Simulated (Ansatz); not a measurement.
Job for Ansatz (a program for electronic structure): U-r2SCAN/cc-pV(T+d)Z on H5NSi (SMILES N[SiH3]), a point of a bond scan (R = 1.551 Å). Files ending in .json are basis or fitting sets from the Basis Set Exchange.

Ansatz 0.2 input:
```yaml
crystal:
  periodic: [false, false, false]
  atoms:
    - {symbol: N, position_ang: [0.96875846, -0.06656316, -0.09616915]}
    - {symbol: Si, position_ang: [-0.57330372, 0.04712310, 0.03033856]}
    - {symbol: H, position_ang: [1.56533096, 0.61407381, 0.34742422]}
    - {symbol: H, position_ang: [1.41050679, -0.97236431, -0.11414676]}
    - {symbol: H, position_ang: [-1.14118321, -0.28608098, 1.36605757]}
    - {symbol: H, position_ang: [-0.95227392, 1.44629769, -0.27348173]}
    - {symbol: H, position_ang: [-1.17949996, -0.88202113, -0.95090140]}
basis:
  gaussian:
    orbitals: cc-pV_T+d_Z.json
hamiltonian:
  xc: {name: r2SCAN}
magnetization: {spin_polarized: true, initial_magnetization: 0}
```

Question: Give the final energy of this run.

Answer: -347.2225 hartree.
